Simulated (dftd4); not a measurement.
F$_{3}$OTa, charge +1, doublet, geometry from GFN2-xTB (such geometries of metal compounds can be far from the true shape) (the multiplicity is a formal guess); D4 for bp86 (dftd4).

Input for dftd4:
```
$ dftd4 mol.xyz --func bp86 --charge 1 --json dftd4.json --noedisp --property

# file mol.xyz
5

Ta     0.01101650     0.00590540    -0.01270851
O      1.12139696     0.60112519    -1.29363116
F      0.94463964    -0.94155082     1.20303971
F     -1.25157655    -1.04748555    -0.74999780
F     -0.77921640     1.40680355     0.79993258
```

It wrote (shortened):

```
                    ____  _____ _____     ____  _  _
      -------------|  _ \|  ___|_   _|---|  _ \| || |------------
     |             | | | | |_    | | ___ | | | | || |_           |
     |             | |_| |  _|   | ||___|| |_| |__   _|          |
     |             |____/|_|     |_|     |____/   |_|            |
     |             ===================================           |
     |            E. Caldeweyher, S. Ehlert & S. Grimme          |
     |          Mulliken Center for Theoretical Chemistry        |
     |                    University of Bonn                     |
      -----------------------------------------------------------

Rational (Becke-Johnson) damping: bp86-D4-ATM
---------------------
  s6         1.0000
  s8         3.3550
  s9         1.0000
  a1         0.4365
  a2         4.9241
 alp        16.0000
--------------------

Atomic data, radii in Ångström:
------------------------------------------------------
   Z          R(cov)      r4/r2   hardness         EN
------------------------------------------------------
  73 Ta       1.7467     4.0776     0.3639     1.5000
   8 O        0.8400     1.3725     0.5869     3.4400
   9 F        0.8533     1.2638     0.6693     3.9800
------------------------------------------------------

Atomic reference systems (in atomic units):
----------------------------------------------------------------------------
   Z        #      CN     q+Z       C6(AA)   #      CN     q+Z       C6(AA)
----------------------------------------------------------------------------
  73 Ta     1  0.0000 13.0000    1190.3266   2  1.7167 13.2352     601.9649
            3  2.5570 13.3098     387.5054   4  3.9630 14.0930     136.1243
   8 O      1  0.0000  8.0000      15.5711   2  0.8042  7.6453      20.8489
            3  1.6112  7.4012      24.8631   4  0.9798  8.0000      14.9880
   9 F      1  0.0000  9.0000       9.7374   2  0.7408  8.7523      11.7796
----------------------------------------------------------------------------

Atomic properties (in atomic units):
----------------------------------------------------------------------------
     #    Z              CN          q      C6(AA)        C8(AA)   alpha(0)
----------------------------------------------------------------------------
     1   73 Ta       2.7011     1.7810    247.2589    44043.8340    33.5846
     2    8 O        0.7220    -0.2932     19.6301      396.1462     5.9428
     3    9 F        0.6597    -0.1626     10.9250      186.9407     3.8097
     4    9 F        0.6597    -0.1626     10.9250      186.9407     3.8097
     5    9 F        0.6597    -0.1626     10.9250      186.9407     3.8097
----------------------------------------------------------------------------

Molecular properties (in atomic units):
----------------------------------------
 molecular C6                 861.2492
 molecular C8               70934.2633
----------------------------------------

Dispersion energy:      -4.0133066627675E-03 Eh

[Info] JSON dump of results written to 'dftd4.json'
```
